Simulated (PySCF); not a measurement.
B(H2O)F3.
Geometry (PBE0-D3(BJ)/def2-SVP, Å), atoms numbered from 1 in this order:
```
atom  x, y, z in Å
B1     0.1815   -0.0787   -0.7183
O2     0.0056   -0.1267    1.0273
H3    -0.9117   -0.3658    1.2223
H4     0.1404    0.7648    1.3788
F5     1.5139   -0.0334   -0.8558
F6    -0.4825    1.0633   -1.0113
F7    -0.4472   -1.2236   -1.0430
```

The closed-shell ground state was solved at several levels (PySCF, density fitting, gas phase, non-relativistic).

```csv
level,basis functions,HOMO (eV),LUMO (eV),gap (eV),dipole (D)
B3LYP/pcJ-1,155,-10.42,-0.58,9.84,4.81
B3LYP/pcSseg-1,95,-10.43,-0.61,9.82,4.76
PBE0/pcSseg-1,95,-10.78,-0.15,10.63,4.78
```

Question: What might CAM-B3LYP/def2-SVPD (128 basis functions) give for the same quantities?

Answer: HOMO -12.60 eV, LUMO -0.15 eV, gap 12.45 eV, dipole 4.69 D.

Question: Over all these levels, which gives the widest orbital gap and which the narrowest?

Answer: CAM-B3LYP/def2-SVPD (range-separated hybrid) has the widest, 12.45 eV, and B3LYP/pcSseg-1 (global hybrid, 20 % exact exchange) the narrowest, 9.82 eV. Functional and basis both differ between the two, so the spread mixes both effects.

Question: How far do the dipole and the HOMO energy spread over the levels?

Answer: The dipole runs from 4.69 to 4.81 D (mean 4.76 D) and the HOMO from -12.60 to -10.42 eV.
